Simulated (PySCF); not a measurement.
Species: C4H5F3O2S.
Numbering: `[CH2:1]=[CH:2][CH2:3][S:4](=[O:5])(=[O:6])[C:7]([F:8])([F:9])[F:10]` (hydrogens: H11, H12 on C1; H13 on C2; H14, H15 on C3)

Geometry (PBE0-D3(BJ)/def2-SVP, Å), atoms numbered from 1 in this order:
```
atom  x, y, z in Å
C1    -2.658   -0.447   -0.012
C2    -1.635    0.154   -0.619
C3    -0.233   -0.353   -0.552
S4     0.648    0.658    0.656
O5     0.683    2.032    0.183
O6     0.212    0.300    1.994
C7     2.394    0.014    0.505
F8     2.795    0.080   -0.756
F9     2.439   -1.246    0.905
F10    3.180    0.750    1.259
H11   -2.524   -1.373    0.556
H12   -3.666   -0.029   -0.059
H13   -1.782    1.094   -1.159
H14    0.312   -0.238   -1.501
H15   -0.166   -1.388   -0.190
```

All values: PBE0/def2-SVPD (PySCF, non-relativistic), on one gas-phase PBE0-D3(BJ)/def2-SVP geometry that isn't relaxed in the solvent. The solvent is an IEF-PCM continuum (Bondi radii, 1.10 Å for H, scaled by 1.2), and excitations are vertical TDDFT with non-equilibrium linear response and a frozen core. Only the electrostatic response of the medium enters.

Gas-phase singlets (H = HOMO, L = LUMO):

```json
{"state": "S1", "E (eV)": "6.591", "λ (nm)": "188", "f": "0.263", "leading configurations": "H→L 74%, H-1→L 20%"}
{"state": "S2", "E (eV)": "7.231", "λ (nm)": "171", "f": "0.054", "leading configurations": "H-1→L 63%, H→L+1 16%, H→L 10%"}
{"state": "S3", "E (eV)": "7.276", "λ (nm)": "170", "f": "0.005", "leading configurations": "H-2→L 91%"}
{"state": "S4", "E (eV)": "7.401", "λ (nm)": "168", "f": "0.118", "leading configurations": "H→L+1 70%, H→L 10%, H-1→L 9%"}
{"state": "S5", "E (eV)": "7.743", "λ (nm)": "160", "f": "0.012", "leading configurations": "H-3→L 94%"}
```

Problem. What are the lowest 5 singlets in chloroform (ε = 4.711)?

Solution. 
```json
{"state": "S1", "E (eV)": "6.567", "λ (nm)": "189", "f": "0.410", "leading configurations": "H→L 86%", "change by rank (eV)": "-0.024"}
{"state": "S2", "E (eV)": "7.241", "λ (nm)": "171", "f": "0.046", "leading configurations": "H→L+1 86%", "change by rank (eV)": "+0.010"}
{"state": "S3", "E (eV)": "7.322", "λ (nm)": "169", "f": "0.092", "leading configurations": "H-1→L 77%, H→L 9%", "change by rank (eV)": "+0.046"}
{"state": "S4", "E (eV)": "7.602", "λ (nm)": "163", "f": "0.005", "leading configurations": "H-2→L 94%", "change by rank (eV)": "+0.201"}
{"state": "S5", "E (eV)": "7.890", "λ (nm)": "157", "f": "0.002", "leading configurations": "H-5→L 64%, H-4→L 12%", "change by rank (eV)": "+0.147"}
```

Problem. What are the lowest 5 singlets in dimethylsulfoxide (ε = 46.83)?

Solution. 
```csv
state,E (eV),λ (nm),f,leading configurations,change by rank (eV)
S1,6.568,189,0.414,H→L 86%,-0.023
S2,7.184,173,0.081,H→L+1 89%,-0.047
S3,7.354,169,0.054,H-1→L 83%,+0.078
S4,7.693,161,0.005,"H-2→L 86%, H-4→L 8%",+0.292
S5,7.876,157,0.004,"H-4→L 56%, H-2→L 10%, H-5→L 8%",+0.133
```

Problem. The ground-state energy changes by -0.351 eV from gas to dimethylsulfoxide. By how much does the total energy of gas-phase S2 change?

Solution. E(S2) = E(S0) + excitation energy, so it changes by -0.351 + 0.123 = -0.228 eV: it is lowered less than the ground state, which is what a blue shift means. This is the vertical state, with the slow part of the continuum still set for S0.

Problem. How do the frontier levels move from gas to dimethylsulfoxide?

Solution. 
```
orbital  gas (eV)  solvent (eV)  change (eV)                  Löwdin shares, gas              Löwdin shares, solvent
 LUMO+2      0.72          0.89        +0.17  S4 32 %, F9 12 %, F8 10 %, H15 7 %    S4 36 %, F9 14 %, O5 9 %, C7 8 %
 LUMO+1      0.20          0.25        +0.05   S4 22 %, C3 12 %, C2 9 %, H14 9 %   S4 29 %, O6 14 %, O5 12 %, C2 8 %
   LUMO     -1.09         -0.79        +0.30   C1 32 %, C2 26 %, S4 10 %, C3 8 %   C1 30 %, C2 24 %, S4 12 %, C3 8 %
   HOMO     -8.35         -8.06        +0.29    C1 32 %, C2 29 %, C3 9 %, S4 6 %    C1 34 %, C2 33 %, C3 8 %, S4 5 %
 HOMO-1     -9.30         -9.32        -0.02   O6 24 %, O5 22 %, C7 10 %, S4 9 %  O5 23 %, O6 23 %, C7 10 %, C3 10 %
 HOMO-2     -9.54         -9.74        -0.20            O5 44 %, O6 42 %, S4 6 %    O5 43 %, O6 40 %, S4 6 %, C3 5 %
 HOMO-3    -10.10        -10.33        -0.23           O5 41 %, O6 41 %, S4 11 %           O6 43 %, O5 37 %, S4 11 %
```

The HOMO–LUMO gap goes from 7.26 to 7.27 eV. Rows go by rank; for LUMO+1 and LUMO+2 the atom shares or the degeneracy differ between the runs, so the row needn't follow one orbital.
